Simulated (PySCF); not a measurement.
## Bonding in `N#Cc1cccpc1`

C₆H₄NP.
SMILES with atom numbers: `[N:1]#[C:2][c:3]1[cH:4][cH:5][cH:6][p:7][cH:8]1` (hydrogens: H9 on C4; H10 on C5; H11 on C6; H12 on C8)

Structure used (GFN2-xTB), in Å, numbered top down from 1:
```xyz
12
C6H4NP angstrom
N      3.3310   -1.0396   -0.2968
C      2.2645   -0.6343   -0.1871
C      0.9488   -0.1240   -0.0506
C     -0.1221   -1.0059   -0.1992
C     -1.4360   -0.5881   -0.0832
C     -1.8008    0.7153    0.1866
P     -0.7104    2.0461    0.4256
C      0.8040    1.2303    0.2240
H      0.0909   -2.0437   -0.4115
H     -2.2170   -1.3264   -0.2115
H     -2.8568    0.9449    0.2583
H      1.7050    1.8248    0.3193
```

Bond orders from the PBE0/pcSseg-1 density (PySCF). Isolated species at its GFN2-xTB geometry, gas phase.

Question: How far do the computed orders between heavy atoms stray from the drawn ones?

Answer: The largest departure is 0.199, at C6–P7 (drawn aromatic, 1.301), counting aromatic bonds as 1.5. The bonds drawn aromatic range from 1.30 to 1.46.

Question: Give the Mayer order of every bond between heavy atoms, beside its length.

Answer: 
| bond | drawn as | length (Å) | Mayer order |
| --- | --- | --- | --- |
| N1–C2 | triple | 1.146 | 3.023 |
| C2–C3 | single | 1.418 | 1.036 |
| C3–C4 | aromatic | 1.395 | 1.354 |
| C4–C5 | aromatic | 1.384 | 1.455 |
| C5–C6 | aromatic | 1.380 | 1.456 |
| C6–P7 | aromatic | 1.737 | 1.301 |
| P7–C8 | aromatic | 1.732 | 1.332 |
| C8–C3 | aromatic | 1.389 | 1.411 |

By pair of heavy elements: C–C: lowest C2–C3 (1.036, 1.418 Å), highest C5–C6 and C4–C5 (1.456, 1.380 Å). C–P: lowest C6–P7 (1.301, 1.737 Å), highest P7–C8 (1.332, 1.732 Å). Bonds named together lie within 0.004.

Question: And the bonds to hydrogen?

Answer: C–H: 0.93 to 0.95 (4 bonds).

Question: Sum the orders of all bonds at each heavy atom with more than one neighbour and set the sums beside the valence in the SMILES.

Answer: C2 4.059 (drawn 4), C3 3.801 (drawn 4), C4 3.762 (drawn 4), C5 3.861 (drawn 4), C6 3.694 (drawn 4), P7 2.633 (drawn 3), C8 3.674 (drawn 4). Orders between atoms that aren't bonded are not in these sums.

The Mayer order sums products of elements of PS (density times overlap matrix) between the two atoms' basis functions, so it depends on the basis set.
